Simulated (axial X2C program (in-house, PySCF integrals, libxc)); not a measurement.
**What spin–orbit coupling does to WSi**

Calculated with an in-house relativistic program for diatomic molecules. Spin-free means the one-electron spin-free X2C Hamiltonian; two-component (2c) means X2C with spin–orbit coupling and atomic mean-field two-electron Coulomb and Gaunt terms, so the difference of the two also holds small scalar two-electron terms. Basis: W dyall-cv3z [13s14p9d7f4g], Si dyall-v3z [8s7p2d1f] (cores contracted in-house); Gaussian nuclei, density fitting, unrestricted open shells. Masses: W 183.951 u, Si 27.977 u.

Spin-free state: M_S = 2, Λ = 1 (beyond evenly filled blocks: σα, π+α, π+β, π-α, δ+α, δ-α); fragments W + Si.

```json
{"level": "HF", "Re (Å)": "2.583", "ωe (cm⁻¹)": "228.9", "μ (D)": "-2.75"}
{"level": "CCSD", "Re (Å)": "2.342", "ωe (cm⁻¹)": "372.6", "μ (D)": "n/a"}
{"level": "CCSD(T)", "Re (Å)": "2.328", "ωe (cm⁻¹)": "393.2", "μ (D)": "n/a"}
```

Correlated methods: 10 electrons correlated (number of frozen shells: W 5 s, 4 p, 2 d, 1 f; Si 2 s, 1 p), 286 virtual spin orbitals or spinors in MP2, 110 natural virtuals in coupled cluster.

Dipoles are positive if Si is the positive end.

Two-component determinant lowest at the distance of the search:

Ω = 3 (⟨Sz⟩ = 1.99, ⟨Lz⟩ = 1.01 at HF); fragments W + Si.

```
  level  Re (Å)  ωe (cm⁻¹)  μ (D)
     HF   2.577      230.7  -2.73
   CCSD   2.337      373.8    n/a
CCSD(T)   2.323      395.1    n/a
```

(1) From the two tables, how do the constants change at the CCSD(T) level (2c against spin-free)?

The state is a single determinant with fixed occupations, the lowest that a limited PBE0 search found. De is not given where an atomic determinant may have missed its ground term or J level, or where the truncated virtual space spoils (T). CCSD and (T) use frozen natural virtuals with an MP2 correction for the truncation; (T) itself is uncorrected, so its De runs slightly low. Other states lie close and PBE0, whose exact exchange favours high spin, may order them wrongly; the determinant shown need not be the ground state. The nearest other spin-free determinant of the search, M_S = 2, Λ = 0, lies 0.46 eV up at the distance of the search. With several unpaired electrons one determinant need not be a pure state. A state of lower Ω lies just above, and one determinant can place such states too high, so the state shown need not be the lowest. The search has Ω = 1 only 0.08 eV up. Open-shell Ω = 0 determinants with evenly filled partner blocks cannot be reached by this program, so the Ω shown need not be the lowest component. The determinant is spin-polarised beyond a pure state at some levels (its spin-free form has ⟨S²⟩ too high), which makes Re and μ there less reliable. The T1 diagnostic is large, a sign of multireference character.

Answers

(1) At the CCSD(T) level Re decreases by 0.005 Å and ωe rises by 1.9 cm⁻¹.
